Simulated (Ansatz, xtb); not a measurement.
## Two isomers of C4H9GeNO

Structure a: `C=[CH][GeH2][NH]C(C)=O`, a singlet. Structure b: `O=[C]1NCC[CH2][GeH2]1`, a singlet. Both are isolated molecules in the gas phase, relaxed with PBE0-D3(BJ)/def2-SVP; the shapes shown needn't be the lowest conformers.

a (Å):

```xyz
16

C    -3.0918    0.0519   -1.3641
C    -1.9893    0.7881   -1.5262
C     1.2708    1.5960   -0.3909
C     2.6178    1.2351    0.1904
Ge   -1.4353    2.1298   -0.2538
N     0.2297    1.6918    0.4794
O     1.0987    1.7957   -1.5825
H    -3.3977   -0.7014   -2.0993
H    -3.7446    0.1638   -0.4905
H    -1.3548    0.6490   -2.4082
H    -2.3853    2.1163    0.9616
H    -1.3338    3.5373   -0.8579
H     0.3837    1.5074    1.4632
H     2.5755    0.2490    0.6781
H     3.3599    1.2104   -0.6154
H     2.9244    1.9715    0.9490
```

b (Å):

```yaml
atoms:
  - { symbol: C, position_ang: [2.3588, 0.4111, 1.0905] }
  - { symbol: C, position_ang: [0.7293, -0.4032, -0.6624] }
  - { symbol: C, position_ang: [-0.5194, 0.1553, 0.0125] }
  - { symbol: C, position_ang: [-0.4255, 1.6435, 0.3454] }
  - { symbol: Ge, position_ang: [1.1502, 1.9499, 1.4801] }
  - { symbol: N, position_ang: [1.8916, -0.5080, 0.2002] }
  - { symbol: O, position_ang: [3.4236, 0.2814, 1.6617] }
  - { symbol: H, position_ang: [2.5460, -1.2659, 0.0197] }
  - { symbol: H, position_ang: [0.9545, 0.2039, -1.5620] }
  - { symbol: H, position_ang: [0.5122, -1.4185, -1.0260] }
  - { symbol: H, position_ang: [-0.7173, -0.4345, 0.9246] }
  - { symbol: H, position_ang: [-1.3722, -0.0257, -0.6638] }
  - { symbol: H, position_ang: [-0.3090, 2.2314, -0.5802] }
  - { symbol: H, position_ang: [-1.3426, 2.0007, 0.8377] }
  - { symbol: H, position_ang: [1.8792, 3.2647, 1.1619] }
  - { symbol: H, position_ang: [0.8074, 1.8966, 2.9782] }
```

Quicker runs give these differences E(b) − E(a): GFN2-xTB −7.5 kcal/mol; HF/STO-3G −27.8 kcal/mol (at GFN2-xTB geometries); r2SCAN-D4/def2-SVP −5.2 kcal/mol (at GFN2-xTB geometries).

Q: Estimate E(b) − E(a) at the level CCSD(T)/def2-SVP + ΔMP2/def2-TZVPP.

A: Calculated at CCSD(T)/def2-SVP + ΔMP2/def2-TZVPP: E(b) − E(a) = +2.5 kcal/mol, so structure a lies lower.

Level by level:

```json
{"level": "GFN2-xTB", "geometry": "GFN2-xTB", "E(b) − E(a) (kcal/mol)": "−7.5", "departure from the last row (kcal/mol)": "−9.9", "job, with rough time for the two": "optimisation, 0.3 s"}
{"level": "HF/STO-3G", "geometry": "GFN2-xTB", "E(b) − E(a) (kcal/mol)": "−27.8", "departure from the last row (kcal/mol)": "−30.3", "job, with rough time for the two": "single point, 0.6 s"}
{"level": "r2SCAN-D4/def2-SVP", "geometry": "GFN2-xTB", "E(b) − E(a) (kcal/mol)": "−5.2", "departure from the last row (kcal/mol)": "−7.7", "job, with rough time for the two": "single point, 5.3 s"}
{"level": "PBE0-D3(BJ)/def2-SVP", "geometry": "PBE0-D3(BJ)/def2-SVP", "E(b) − E(a) (kcal/mol)": "−7.0", "departure from the last row (kcal/mol)": "−9.4", "job, with rough time for the two": "optimisation, 86 s"}
{"level": "HF/def2-SVP", "geometry": "PBE0-D3(BJ)/def2-SVP", "E(b) − E(a) (kcal/mol)": "+7.0", "departure from the last row (kcal/mol)": "+4.5", "job, with rough time for the two": "part of the CCSD(T) run"}
{"level": "MP2/def2-SVP", "geometry": "PBE0-D3(BJ)/def2-SVP", "E(b) − E(a) (kcal/mol)": "−0.8", "departure from the last row (kcal/mol)": "−3.3", "job, with rough time for the two": "part of the CCSD(T) run"}
{"level": "CCSD(T)/def2-SVP", "geometry": "PBE0-D3(BJ)/def2-SVP", "E(b) − E(a) (kcal/mol)": "+1.1", "departure from the last row (kcal/mol)": "−1.4", "job, with rough time for the two": "single point"}
{"level": "CCSD(T)/def2-SVP + ΔMP2/def2-TZVPP", "geometry": "PBE0-D3(BJ)/def2-SVP", "E(b) − E(a) (kcal/mol)": "+2.5", "departure from the last row (kcal/mol)": "", "job, with rough time for the two": "single point, 2.9 min"}
```

As drawn, b has 1 C–N, 1 C–C, 1 C–Ge in place of 1 C=C, 1 Ge–N. Structure a has no ring, b a 6-membered ring.

GFN2-xTB, HF/STO-3G, r2SCAN-D4/def2-SVP, PBE0-D3(BJ)/def2-SVP, MP2/def2-SVP put the two in the other order. The largest departure from CCSD(T)/def2-SVP + ΔMP2/def2-TZVPP is that of HF/STO-3G, 30.3 kcal/mol. The last row adds to CCSD(T) the change of the MP2 difference between the two basis sets, here +1.4 kcal/mol.

With thermal terms from frequencies at re-optimised GFN2-xTB minima (ideal gas, soft modes damped towards free rotors, one conformer each, 298.15 K, 1 atm): the zero-point term adds +2.9 kcal/mol; ΔH is +4.2 and ΔG +7.2 kcal/mol.

The correlated steps freeze 15 core orbitals; the filled d shell of Ge is correlated, in a basis made for valence electrons. Run with Ansatz 0.2.0, xtb 6.7.1; the last row on 4 threads of Arm Neoverse V1 on a shared host.
